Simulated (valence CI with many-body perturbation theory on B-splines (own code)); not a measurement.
Xe22+: electric-dipole lines

Level of theory: relativistic CI+MBPT: four valence electrons over a frozen Dirac-Fock core [Ar] 3d10, a basis of 11 s, 11 p, 9 d, 7 f, 5 g, 2 h, 1 i functions for each j, with the one-electron correlation potential Σ1, the two-electron term Σ2, the three-electron term Σ3, Breit, model QED; selected CI, second order for the rest (own B-spline code, finite nucleus).

No measured levels were compared; by estimate levels hold to about 250 cm⁻¹ or 0.2 % of their energy and the worst to 1 %, as in measured heavy ions of charge 2 to 7; those with d or f electrons hold less well.

Lines 101 to 150 of 222 in falling wavelength, among levels below 1533000 cm⁻¹, chosen from the strongest by gf and those to the six lowest levels. Wavelengths and rates use the calculated energies, so an error of 2000 cm⁻¹ moves a line at 14.30 nm by 0.29 % and its rate by three times that or more. Electric multipoles are in the length gauge, E1 and E2 with the static RPA response of the core. Weak lines are less certain than strong ones. Lines between different terms over intervals too small for the method are left out, as are lines whose strength nearly cancels. Where a level lies close to another of its J and parity, the split of strength between their lines is uncertain. The highest levels of a list are the least certain.

Levels are named by their leading jj configuration (3d3/2^4 stands for four electrons in 3d with j = 3/2), which in mixed levels can hold well under half, so a name can repeat and another be missing. Letters in brackets count levels of one name in rising energy.

```tsv
λ vac (nm)	Upper	Lower	A (s⁻¹)	S (a.u.) with core polarisation	S without
14.30	(4s^2 4p3/2 4d3/2) J=1	(4s^2 4p3/2^2) J=0	9.99e+08	4.33e-03	4.68e-03
14.25	(4s 4p1/2^2 4d3/2) J=2	(4s 4p1/2^2 4p3/2) J=2	1.37e+10	9.75e-02	1.05e-01
14.06	(4s 4p1/2 4p3/2^2) J=1 [a]	(4s^2 4p1/2^2) J=0	6.37e+09	2.62e-02	2.83e-02
14.00	(4s 4p3/2^2 4d3/2) J=1 [b]	(4s^2 4p1/2 4d3/2) J=2	1.20e+10	4.89e-02	5.27e-02
13.97	(4s 4p3/2^3) J=2	(4s^2 4p1/2 4p3/2) J=1	7.69e+09	5.18e-02	5.57e-02
13.83	(4s 4p1/2 4p3/2 4d5/2) J=3 [b]	(4s 4p1/2 4p3/2^2) J=3	3.34e+10	3.05e-01	3.28e-01
13.82	(4s 4p1/2 4p3/2 4d3/2) J=2 [b]	(4s 4p1/2 4p3/2^2) J=3	1.82e+10	1.19e-01	1.28e-01
13.79	(4s^2 4p3/2 4d3/2) J=2	(4s^2 4p3/2^2) J=2	1.19e+10	7.67e-02	8.29e-02
13.73	(4s 4p1/2^2 4d5/2) J=2	(4s 4p1/2^2 4p3/2) J=1	4.38e+10	2.80e-01	3.01e-01
13.73	(4s 4p1/2 4p3/2 4d5/2) J=3 [d]	(4s 4p1/2 4p3/2^2) J=2 [b]	1.97e+10	1.76e-01	1.89e-01
13.68	(4s 4p3/2^2 4d3/2) J=2 [a]	(4s 4p1/2 4p3/2^2) J=1 [b]	2.20e+10	1.39e-01	1.49e-01
13.66	(4s 4p1/2^2 4d5/2) J=3	(4s 4p1/2^2 4p3/2) J=2	2.73e+10	2.40e-01	2.57e-01
13.65	(4s 4p1/2 4p3/2 4d5/2) J=2 [a]	(4s 4p1/2 4p3/2^2) J=2 [a]	4.57e+10	2.87e-01	3.09e-01
13.64	(4s^2 4p1/2 4d5/2) J=3	(4s^2 4p1/2 4p3/2) J=2	4.29e+10	3.76e-01	4.03e-01
13.62	(4s 4p1/2 4p3/2 4d5/2) J=3 [a]	(4s 4p1/2 4p3/2^2) J=2 [a]	2.46e+10	2.14e-01	2.30e-01
13.57	(4s 4p1/2 4p3/2 4d3/2) J=2 [c]	(4s 4p1/2 4p3/2^2) J=3	1.88e+10	1.16e-01	1.25e-01
13.55	(4s 4p1/2 4p3/2 4d5/2) J=1 [b]	(4s 4p1/2 4p3/2^2) J=2 [b]	3.25e+10	1.20e-01	1.29e-01
13.46	(4p1/2 4p3/2^3) J=1	(4s 4p1/2^2 4p3/2) J=2	6.25e+08	2.26e-03	2.44e-03
13.46	(4s^2 4p3/2 4d3/2) J=3	(4s^2 4p3/2^2) J=2	2.43e+10	2.05e-01	2.21e-01
13.40	(4s^2 4p3/2 4d3/2) J=1	(4s^2 4p3/2^2) J=2	5.95e+10	2.12e-01	2.28e-01
13.29	(4s 4p1/2 4p3/2 4d3/2) J=2 [d]	(4s 4p1/2 4p3/2^2) J=2 [b]	1.52e+10	8.80e-02	9.44e-02
13.25	(4p1/2 4p3/2^3) J=2	(4s 4p1/2^2 4p3/2) J=2	3.57e+08	2.05e-03	2.22e-03
13.23	(4s^2 4p1/2 4d5/2) J=2	(4s^2 4p1/2 4p3/2) J=2	6.33e+10	3.62e-01	3.90e-01
13.22	(4s^2 4p1/2 4d3/2) J=1	(4s^2 4p1/2 4p3/2) J=2	6.57e+09	2.25e-02	2.42e-02
13.21	(4s 4p1/2 4p3/2 4d3/2) J=2 [d]	(4s 4p1/2 4p3/2^2) J=1 [a]	1.80e+10	1.02e-01	1.10e-01
13.20	(4s 4p1/2 4p3/2 4d3/2) J=2 [b]	(4s 4p1/2 4p3/2^2) J=2 [a]	9.46e+09	5.38e-02	5.77e-02
13.19	(4s 4p1/2 4p3/2 4d5/2) J=1 [b]	(4s 4p1/2 4p3/2^2) J=0	4.44e+10	1.51e-01	1.62e-01
13.19	(4s 4p1/2 4p3/2 4d5/2) J=4 [b]	(4s 4p1/2 4p3/2^2) J=3	4.13e+10	4.21e-01	4.51e-01
13.17	(4s 4p1/2 4p3/2^2) J=1 [b]	(4s^2 4p1/2^2) J=0	2.20e+10	7.44e-02	8.04e-02
13.17	(4s 4p1/2 4p3/2 4d5/2) J=0	(4s 4p1/2 4p3/2^2) J=1 [a]	1.63e+11	1.84e-01	1.99e-01
13.17	(4s 4p3/2^2 4d3/2) J=2 [b]	(4s 4p1/2 4p3/2^2) J=1 [b]	6.47e+10	3.64e-01	3.92e-01
13.14	(4s 4p3/2^2 4d3/2) J=1 [b]	(4s 4p1/2 4p3/2^2) J=1 [b]	3.68e+10	1.24e-01	1.33e-01
13.13	(4s 4p1/2 4p3/2 4d5/2) J=3 [e]	(4s 4p1/2 4p3/2^2) J=2 [b]	6.75e+10	5.28e-01	5.66e-01
13.10	(4s^2 4p3/2 4d5/2) J=2	(4s^2 4p3/2^2) J=2	1.77e+11	9.80e-01	1.05e+00
13.06	(4s 4p1/2 4p3/2 4d5/2) J=2 [b]	(4s 4p1/2 4p3/2^2) J=1 [a]	5.94e+10	3.27e-01	3.51e-01
13.00	(4s 4p3/2^3) J=1	(4s^2 4p1/2 4p3/2) J=2	2.45e+06	7.98e-06	7.95e-06
12.98	(4s 4p1/2 4p3/2 4d3/2) J=2 [c]	(4s 4p1/2 4p3/2^2) J=2 [a]	2.21e+10	1.19e-01	1.28e-01
12.97	(4s 4p1/2 4p3/2 4d5/2) J=2 [c]	(4s 4p1/2 4p3/2^2) J=2 [b]	6.12e+10	3.30e-01	3.55e-01
12.95	(4s 4p1/2 4p3/2 4d5/2) J=1 [c]	(4s 4p1/2 4p3/2^2) J=1 [a]	9.38e+10	3.01e-01	3.24e-01
12.90	(4s^2 4p1/2 4d5/2) J=2	(4s^2 4p1/2 4p3/2) J=1	1.24e+11	6.56e-01	7.05e-01
12.90	(4s 4p1/2 4p3/2 4d5/2) J=2 [c]	(4s 4p1/2 4p3/2^2) J=1 [a]	1.65e+10	8.73e-02	9.39e-02
12.89	(4s 4p1/2 4p3/2 4d5/2) J=2 [a]	(4s 4p1/2^2 4p3/2) J=1	2.33e+10	1.23e-01	1.33e-01
12.89	(4s^2 4p1/2 4d3/2) J=1	(4s^2 4p1/2 4p3/2) J=1	2.71e+09	8.59e-03	9.17e-03
12.84	(4s 4p3/2^2 4d3/2) J=2 [a]	(4s 4p1/2 4p3/2^2) J=1 [a]	4.82e+10	2.52e-01	2.71e-01
12.84	(4s^2 4p3/2 4d5/2) J=1	(4s^2 4p3/2^2) J=0	2.23e+11	6.99e-01	7.51e-01
12.78	(4s 4p1/2 4p3/2 4d5/2) J=3 [c]	(4s 4p1/2 4p3/2^2) J=3	1.60e+10	1.15e-01	1.24e-01
12.74	(4s 4p3/2^2 4d3/2) J=1 [a]	(4s 4p1/2 4p3/2^2) J=0	3.22e+10	9.86e-02	1.06e-01
12.70	(4s 4p1/2 4p3/2 4d3/2) J=2 [a]	(4s 4p1/2^2 4p3/2) J=2	1.09e+10	5.52e-02	5.94e-02
12.70	(4s 4p1/2 4p3/2 4d5/2) J=1 [c]	(4s 4p1/2 4p3/2^2) J=0	6.07e+10	1.84e-01	1.98e-01
12.68	(4s 4p1/2 4p3/2 4d3/2) J=1 [a]	(4s 4p1/2^2 4p3/2) J=2	2.69e+09	8.11e-03	8.72e-03
```
